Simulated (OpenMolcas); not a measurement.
## Co7+, Rh7+, Ir7+: d² down the group

* Program: OpenMolcas 26.06
* Method: SS-CASPT2, IPEA 0.25 Eh, imaginary shift 0.1 Eh
* Basis: ANO-RCC-VQZP
* Scalar Hamiltonian: DKH2, point nucleus
* Spin-orbit coupling: state interaction with AMFI integrals over the reference wave functions, term energies averaged over their components

Active space for each ion: 2 electrons in 10 orbitals (d d); closed shells correlated by CASPT2: Co7+ 3s 3p; Rh7+ 4s 4p; Ir7+ 5s 5p.

Computed levels in cm-1 above ³F₂:

```json
{"Level": "³F₃", "Co7+": "1445", "Rh7+": "3390", "Ir7+": "12420"}
{"Level": "³F₄", "Co7+": "3220", "Rh7+": "6970", "Ir7+": "21410"}
{"Level": "³P₀", "Co7+": "23160", "Rh7+": "16050", "Ir7+": "18100"}
{"Level": "³P₁", "Co7+": "23690", "Rh7+": "17540", "Ir7+": "25780"}
{"Level": "³P₂", "Co7+": "24920", "Rh7+": "21040", "Ir7+": "38720"}
{"Level": "¹G₄", "Co7+": "33150", "Rh7+": "24240", "Ir7+": "36450"}
{"Level": "¹S₀", "Co7+": "76610", "Rh7+": "54290", "Ir7+": "65690"}
{"Level": "weight of ³F in the lowest level (%)", "Co7+": "100", "Rh7+": "97", "Ir7+": "86"}
```

Mixed levels, with the weight of the term that names them: Rh7+ ³P₂ (74 %), Ir7+ ³P₂ (58 %).

Measured, with the error of the calculation in %. Measured levels: Co7+ from Sugar and Corliss, J. Phys. Chem. Ref. Data 10, 1097 (1981); Ir7+ from van het Hof, Joshi, Wyart and Sugar, J. Res. Natl. Inst. Stand. Technol. 100, 687 (1995).

```
Level          Co7+          Ir7+
  ³F₃   1430 (+1.1)  12672 (-2.0)
  ³F₄   3144 (+2.3)  21615 (-1.0)
  ³P₀  22304 (+3.8)  17254 (+4.9)
  ³P₁  22839 (+3.7)  25221 (+2.2)
  ³P₂  24055 (+3.6)  38878 (-0.4)
  ¹G₄  32360 (+2.5)  36253 (+0.6)
  ¹S₀  74247 (+3.2)  65022 (+1.0)
```

The fine-structure level ³F₄ changes by a factor of 6.65 from Co7+ to Ir7+.

Without spin-orbit coupling ³P lies 22240, 14150, 13340 cm-1 above ³F in that order; the difference to the level ³P₀, of either sign, comes from spin-orbit coupling, which also lowers the zero.

Term energies are means over components that CASPT2 splits; among the terms shown or strongly mixed into the levels shown the widest spread is 940 cm-1 (3d² ¹G, Co7+). Active for correlation alone: 4d; no level in the range computed is led by a configuration that fills it, so any true level of that kind is missing (holds for Co7+). Active for correlation alone: 5d; no level in the range computed is led by a configuration that fills it, so any true level of that kind is missing (holds for Rh7+). Active for correlation alone: 6d; no level in the range computed is led by a configuration that fills it, so any true level of that kind is missing (holds for Ir7+). Computed and measured levels are paired by configuration, term and J; levels that our copy of the source lacks, or whose pairing is in doubt (as where it misses far off the trend of its configuration), stay unpaired and out of the deviations. Only configurations of the active space appear.
